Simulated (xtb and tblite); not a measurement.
Torsional profile of SMILES Oc1cccc(-c2ccccc2)c1 (C12H10O). Scanned: dihedral H14–O1–C2–C3 and dihedral C5–C6–C7–C8; all other coordinates were relaxed at GFN2-xTB. Points at φ and −φ are mirror images.

Atom numbering (GFN2-xTB optimised geometry, Å):
```
23

O      3.5473     1.8276     0.1390
C      2.7490     0.7362    -0.0228
C      3.2660    -0.5179    -0.3241
C      2.4086    -1.5938    -0.4747
C      1.0453    -1.4313    -0.3238
C      0.5161    -0.1769    -0.0240
C     -0.9351     0.0062     0.1330
C     -1.5735     1.1173    -0.4126
C     -2.9380     1.2861    -0.2687
C     -3.6861     0.3516     0.4275
C     -3.0611    -0.7553     0.9768
C     -1.6976    -0.9291     0.8284
C      1.3775     0.9028     0.1229
H      4.4704     1.5776     0.0123
H      4.3341    -0.6482    -0.4396
H      2.8131    -2.5665    -0.7132
H      0.3830    -2.2729    -0.4593
H     -0.9963     1.8410    -0.9693
H     -3.4210     2.1497    -0.7028
H     -4.7517     0.4855     0.5417
H     -3.6390    -1.4855     1.5249
H     -1.2125    -1.7862     1.2726
H      1.0015     1.8823     0.3730
```

Level of theory: GFN2-xTB (xtb and tblite).

Energy in kJ/mol above the lowest grid point; x is the dihedral H14–O1–C2–C3 (°), y the dihedral C5–C6–C7–C8 (°).

```
y \ x  -150  -120   -90   -60   -30    0    30    60    90   120   150   180
-----  ----  ----  ----  ----  ----  ---  ----  ----  ----  ----  ----  ----
180    16.0  27.7  32.9  26.2  14.7  9.4  14.7  26.2  32.9  27.7  16.0  10.1
150     6.4  18.3  23.7  17.0   5.4  0.0   5.4  16.8  23.4  17.8   6.0   0.2
120     6.9  19.0  24.7  18.1   6.5  1.0   6.4  17.8  24.4  18.7   6.8   0.8
90     11.8  23.9  29.7  23.1  11.6  6.2  11.6  23.1  29.7  23.9  11.8   5.8
60      6.8  18.7  24.4  17.9   6.4  1.1   6.6  18.1  24.7  19.0   6.9   0.8
30      6.0  17.8  23.4  16.8   5.4  0.0   5.4  17.0  23.7  18.3   6.4   0.2
0      16.0  27.6  32.9  26.2  14.7  9.4  14.7  26.2  32.9  27.6  16.0  10.1
-30     6.4  18.3  23.7  17.0   5.4  0.0   5.4  16.8  23.4  17.8   6.0   0.2
-60     6.9  19.0  24.7  18.1   6.6  1.1   6.4  17.9  24.4  18.7   6.8   0.8
-90    11.8  23.9  29.7  23.1  11.6  6.2  11.6  23.1  29.7  23.9  11.8   5.8
-120    6.8  18.7  24.4  17.8   6.4  1.0   6.5  18.1  24.7  19.0   6.9   0.8
-150    6.0  17.8  23.4  16.8   5.4  0.0   5.4  17.0  23.7  18.3   6.4   0.2
```

The six lowest points that lie below all their neighbours on the grid: x = 0, y = -150 (0.0 kJ/mol); x = 0, y = 150 (0.0 kJ/mol); x = 0, y = -30 (0.0 kJ/mol); x = 0, y = 30 (0.0 kJ/mol); x = 180, y = -150 (0.2 kJ/mol); x = 180, y = 150 (0.2 kJ/mol). The lowest path on the grid from the first to the second passes x = 0, y = 0 at 9.4 kJ/mol.
